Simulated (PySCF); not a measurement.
## Deuteron quadrupole couplings in `C#C[SiH](C)C`

C4H8Si.
Geometry (GFN2-xTB, Å), atoms numbered from 1 in this order:
```xyz
13
C4H8Si angstrom
C      2.4790   -1.3362   -0.5766
C      1.5128   -0.7852   -0.1198
Si     0.0187    0.0650    0.5816
C     -1.5159   -0.9727    0.1504
C     -0.1089    1.7931   -0.2028
H      3.3242   -1.8185   -0.9781
H      0.1885    0.1656    2.0417
H     -1.4443   -1.9717    0.5703
H     -1.6326   -1.0776   -0.9249
H     -2.4233   -0.5174    0.5375
H     -0.2075    1.7312   -1.2832
H      0.7747    2.3873    0.0107
H     -0.9699    2.3375    0.1753
```

Level: PBE0/pcSseg-1 (PySCF, non-relativistic); Q(2H) = 0.00286 b; rigid geometry, the same for H and D, with no vibrational averaging.

Task: Rank these positions by the coupling χzz of a deuteron there, largest first.
A. H8 (methyl hydrogen)
B. H7 (Si–H hydrogen)
C. H6 (alkyne hydrogen)

Result: C (260 kHz), A (218 kHz), B (104 kHz).

Task: Tabulate Vzz, the asymmetry η and χzz = 234.96 MHz × Q × Vzz for every hydrogen position.

Result: 
```csv
atom,bonded to,bond length (Å),Vzz (au),η,χzz (kHz)
H6,C1,1.053,0.3870,0.00,260
H7,Si3,1.473,0.1544,0.00,104
H8,C4,1.086,0.3249,0.01,218
H9,C4,1.087,0.3238,0.01,218
H10,C4,1.087,0.3245,0.01,218
H11,C5,1.087,0.3238,0.01,218
H12,C5,1.086,0.3249,0.01,218
H13,C5,1.087,0.3246,0.01,218
```

Task: Average by the element that carries the hydrogen.

Result: on C: 224 kHz over 7 positions, mean bond length 1.082 Å; on Si: 104 kHz over 1 position, mean bond length 1.473 Å.

Isolated species at its GFN2-xTB geometry, gas phase. GFN2-xTB bond lengths can be off by several hundredths of an ångström, more for odd bonds, and the gradients follow them. With so small a basis the couplings can be 20 % off.
